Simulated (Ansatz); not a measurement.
Dissociation curve of SiNa (anion, charge -1), lowest triplet found (which spin is the ground state isn't settled by this scan).

Methods: UKS-PBE = unrestricted PBE/aug-cc-pVDZ (Ansatz, a program for electronic structure); FCI = full CI/aug-cc-pVDZ, frozen core run with Ansatz.

Energies relative to the lowest point of each curve between 2.41 and 3.46 Å, where full CI is lowest, in mEh; the last columns give the error against full CI:

| R / Å | UKS-PBE | FCI | UKS-PBE − FCI |
|---|---|---|---|
| 1.99 | 76.8 | 88.6 | -11.8 |
| 2.16 | 40.5 | 48.8 | -8.3 |
| 2.28 | 24.2 | 30.5 | -6.3 |
| 2.41 | 12.7 | 17.3 | -4.6 |
| 2.53 | 6.2 | 9.4 | -3.2 |
| 2.61 | 3.4 | 5.8 | -2.4 |
| 2.73 | 1.0 | 2.4 | -1.4 |
| 2.80 | 0.3 | 1.2 | -0.9 |
| 2.87 | 0.0 | 0.4 | -0.4 |
| 2.99 | 0.2 | 0.0 | 0.2 |
| 3.15 | 1.5 | 0.7 | 0.9 |
| 3.31 | 3.5 | 2.2 | 1.3 |
| 3.46 | 5.6 | 4.1 | 1.5 |
| 3.75 | 9.9 | 8.3 | 1.6 |
| 4.03 | 13.7 | 12.4 | 1.4 |
| 4.45 | 18.6 | 17.9 | 0.7 |
| 4.88 | 22.3 | — | — |
| 5.51 | 25.9 | — | — |
| 6.04 | 27.5 | — | — |
| 6.92 | 28.5 | — | — |
| 8.04 | 28.2 | — | — |
| 9.36 | 27.2 | — | — |

UKS-PBE is furthest from FCI at 1.99 (-11.8 mEh, below); its mean absolute error over the points is 2.9 mEh.

A dash means that the run gave no value there, or that the column was ended at a point which the program doubted or which failed a test of continuity chosen for this set; such a test can also cut sound points.

The unrestricted determinant behind UKS-PBE is spin-contaminated at 1.99 to 9.36 Å (<S²> up to 2.7, against 2.00 for a pure triplet). Where the anion isn't bound against loss of the electron, the finite basis alone holds it. Also computed but left out beside FCI, since their determinant holds another spin at the minimum (<S²> over 0.7 above the pure value): UHF, UMP2, UCCSD, UCCSD(T), UCCSDT, UCCSDT(Q), UKS-CAM-B3LYP, UHF/LANL2DZ.
